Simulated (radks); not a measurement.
The tantalum ion Ta+ inside a hard spherical wall (all orbitals vanish at R), configuration held at [Xe] 4f14 5d3 6s1 and not refilled when levels cross. Method: scalar-relativistic Kohn-Sham, LDA (Slater exchange, Perdew-Wang correlation), spin-unpolarised, spherical densities, finite nucleus; Fermi nuclear charge, rms radius 5.3507 fm; computed with a radial shooting solver on a logarithmic mesh with Libxc functionals. Eigenvalues in eV, with the zero of energy where the potential of the charges vanishes at infinity; a dash marks a level that is unbound or too diffuse for the functional's potential to be trusted. A positive occupied level is held by the wall or, in an anion where self-interaction has pushed it up, behind a barrier. The pressure on the wall is -dE/dV.

R (bohr)	E (hartree)	kinetic (hartree)	e(5p)	e(4f)	e(6s)	e(5d)	e(6p, empty)	e(7s, empty)	pressure (GPa)
free	-15592.7589	17121.885	-46.864	-32.231	-11.903	-10.759	-6.784	-3.172	0
12	-15592.7589	17121.885	-46.864	-32.230	-11.903	-10.759	-6.781	-2.945	< 0.0001
10	-15592.7588	17121.885	-46.860	-32.227	-11.899	-10.755	-6.761	-2.411	0.00167
8	-15592.7578	17121.897	-46.804	-32.169	-11.849	-10.706	-6.579	-0.565	0.0581
6	-15592.7388	17122.040	-46.225	-31.557	-11.211	-10.181	-5.171	6.572	1.87
5	-15592.6762	17122.394	-45.084	-30.323	-9.621	-9.070	-2.353	16.914	10.9
3.5	-15592.0328	17125.173	-39.662	-24.155	2.348	-2.573	15.465	66.907	215
3	-15591.1140	17128.945	-34.936	-18.646	16.303	3.981	34.173	111.87	741
2	-15580.1720	17171.069	0.897	17.706	130.68	53.568	169.14	391.11	17700
1.5	-15544.9101	17291.456	88.847	83.985	380.97	164.77	441.82	897.83	148000
